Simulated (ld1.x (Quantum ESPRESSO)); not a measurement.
Reading a pseudo-wave (Si)

Columns: radius, all-electron u(r) and pseudo u(r) of the 3s shell (level -10.81 eV) of silicon in the configuration [Ne] 3s2 3p2; PBE, scalar-relativistic, PAW scheme, ld1.x (Quantum ESPRESSO) 7.5.

```
r (bohr)  all-electron  pseudo
   0.088        0.1461  0.0030
   0.175       -0.0690  0.0084
   0.262       -0.2520  0.0186
   0.350       -0.3332  0.0357
   0.438       -0.3232  0.0611
   0.525       -0.2529  0.0950
   0.612       -0.1485  0.1378
   0.700       -0.0274  0.1894
   0.788        0.0963  0.2482
   0.875        0.2130  0.3113
   0.962        0.3196  0.3772
   1.050        0.4146  0.4441
   1.138        0.4958  0.5084
   1.225        0.5630  0.5670
   1.312        0.6178  0.6185
   1.400        0.6616  0.6616
   1.487        0.6941  0.6941
   1.575        0.7171  0.7171
   1.662        0.7312  0.7312
   1.750        0.7376  0.7376
   1.838        0.7373  0.7373
   1.925        0.7313  0.7313
   2.012        0.7206  0.7206
   2.100        0.7058  0.7058
   2.188        0.6878  0.6878
   2.275        0.6675  0.6675
```

(1) How many radial nodes do the two functions have?

(2) At about which radius was the pseudo-wave matched?

(3) Is the pseudo-wave norm-conserving?

Answers

(1) The all-electron 3s function has n − l − 1 = 2; the pseudo-wave has 0, since the states of the same l below it are removed with the core.

(2) 1.45 bohr, where the columns begin to agree (steps of 0.09 bohr).

(3) No, it belongs to a PAW set: the norm inside the radius is not constrained, and the difference is carried by the augmentation charge.
